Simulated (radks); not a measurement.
Spherical jellium clusters: N electrons in a uniform positive sphere of charge N and radius rs N^(1/3), rs = 2.02 bohr. Calculated with a radial shooting solver with Libxc functionals: non-relativistic Kohn-Sham, LDA (Slater exchange, Perdew-Wang correlation), spin-polarised, spherical densities. Levels are named by radial order and angular momentum (1s, 1p, 1d, 2s, ...), and open shells are averaged over m. Each electron was tried in the lowest free levels, single moves between levels near the top were tried too, and the lowest total energy was kept; such a search can miss a lower state. Energies include the self-energy of the background; IP and EA are vertical (highest electron removed, lowest free level filled), at fixed background; spill-out counts the electrons outside the background radius R, and alpha is the static dipole polarisability from linear response (closed shells only). A dash means not computed or, for alpha, an open shell; in EA it means that no bound solution was reached, which is typical of self-interaction and does not show that the anion is unstable. Real open-shell clusters deform, which this model forbids.

N	open shells	2S	E(N+1) + E(N-1) - 2E(N) (eV)	IP (eV)	-e(HOMO) (eV)
1	1s(up 1, down 0)	1	-	-	4.370
2	none	0	3.042	8.620	5.288
3	1p(up 1, down 0)	1	-1.051	4.833	2.412
4	1p(up 2, down 0)	2	-1.122	6.201	3.537
5	1p(up 3, down 0)	3	0.311	7.094	4.359
6	1p(up 3, down 1)	2	-0.956	6.480	3.999
7	1p(up 3, down 2)	1	-0.754	7.262	4.719
8	none	0	3.559	7.815	5.263
9	2s(up 1, down 0)	1	-0.236	4.064	2.347
10	1d(up 2, down 0)	2	-0.694	4.614	2.487
11	1d(up 3, down 0)	3	-0.522	5.175	3.021
12	1d(up 4, down 0)	4	-0.482	5.640	3.474
13	1d(up 5, down 0)	5	0.163	6.033	3.865
14	1d(up 5, down 0) 2s(up 1, down 0)	6	0.151	5.768	3.803
15	1d(up 5, down 1) 2s(up 1, down 0)	5	-0.520	5.776	3.740
16	1d(up 5, down 3)	2	-0.545	6.167	4.104
17	1d(up 5, down 4)	1	-0.351	6.479	4.420
18	none	0	0.167	6.750	4.698
19	2s(up 1, down 0)	1	0.206	6.503	4.546
20	none	0	2.606	6.349	4.452
21	1f(up 1, down 0)	1	-0.326	3.825	1.993
22	1f(up 2, down 0)	2	-0.315	4.166	2.334
23	1f(up 3, down 0)	3	-0.301	4.470	2.639
24	1f(up 4, down 0)	4	-0.286	4.743	2.914
25	1f(up 5, down 0)	5	-0.271	4.990	3.165
26	1f(up 6, down 0)	6	-0.256	5.215	3.395
27	1f(up 7, down 0)	7	0.550	5.422	3.607
28	1f(up 7, down 1)	6	-0.269	4.820	3.060
29	1f(up 7, down 2)	5	-0.252	5.059	3.302
30	1f(up 7, down 3)	4	-0.237	5.277	3.524
31	1f(up 7, down 4)	3	-	5.476	3.728

All shells are closed at N = 2, 8, 18, 20 (there: 1s2 1p6 1d10 2s2); the second difference of the energy has clear peaks (12 % above both neighbours; the first and last values, which can be the largest, are not judged, and half-filled shells can peak too) at N = 5, 8, 20, 27.
